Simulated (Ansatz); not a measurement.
**Counterpoise correction, worked out**

The pair of Li⁺ (SMILES [Li+], atom 1) and SbH3 (SMILES [SbH3], atoms 2–5), both closed shells, in one local arrangement (a lower one may exist), relaxed at PBE0-D4/def2-TZVP:

Li1  (-0.664, -0.027, -1.437)
Sb2  (0.499, 0.019, 1.082)
H3  (1.145, -0.674, -0.372)
H4  (0.035, 1.376, 0.104)
H5  (-1.015, -0.694, 0.623)
(Å)

Computed with Ansatz 0.2.0 (basis: def2-TZVPPD); correlated methods freeze the cores. Filled d shells of the heavier atoms are correlated. Core potentials replace the inner electrons of the atoms past krypton. The outer core shell of Li, Na, Mg and K is correlated. The def2 sets are not built for correlating such inner shells, so the correlated values are less sure here.

CCSD(T) total energies in eV:

| system | geometry | basis functions | energy |
| --- | --- | --- | --- |
| pair | pair | all | -6766.70327 |
| Li⁺ | as in the pair | all (partner as ghosts) | -197.84579 |
| SbH3 | as in the pair | all (partner as ghosts) | -6567.99573 |
| Li⁺ | as in the pair | its own | -197.84251 |
| SbH3 | as in the pair | its own | -6567.97628 |
| Li⁺ | free (PBE0-D4 minimum) | its own | -197.84251 |
| SbH3 | free (PBE0-D4 minimum) | its own | -6568.04060 |

Question: Work out the interaction energy with and without the counterpoise correction, the superposition error, and the binding energy from the relaxed fragments.

Answer: Without correction: -6766.70327 − (-197.84251) − (-6567.97628) = -0.88448 eV.
With correction (each fragment in the whole basis): -6766.70327 − (-197.84579) − (-6567.99573) = -0.86175 eV = -19.87 kcal/mol.
The superposition error is the difference, 0.02273 eV, 3 % of the uncorrected value: each fragment borrows its partner's functions.
Deformation from the free shapes: 0.00000 eV for Li⁺ and 0.06432 eV for SbH3.
Binding energy from relaxed fragments: -0.86175 + 0.00000 + 0.06432 = -0.79743 eV = -18.39 kcal/mol (electronic, without zero-point energy; negative means bound). For comparison, the corrected interaction energy by CCSD(T) at an estimated basis limit (MP2 extrapolated from triple and quadruple zeta, plus CCSD(T) − MP2 in triple zeta) is -0.929 eV; triple zeta with the correction binds less.

The T1 diagnostic stays at or below 0.015.

For scale, one of the runs: CCSD(T)/def2-TZVPPD, 129 basis functions, launched by `ansatz run in.yaml --threads 2 --pin off --events-out ev --progress --plain --max-ram 5222MiB`. Time: 8.5 s of wall clock on 2 CPU threads of an Intel Xeon Platinum 8259CL; the host was shared. Peak host memory: 0.74 GiB.
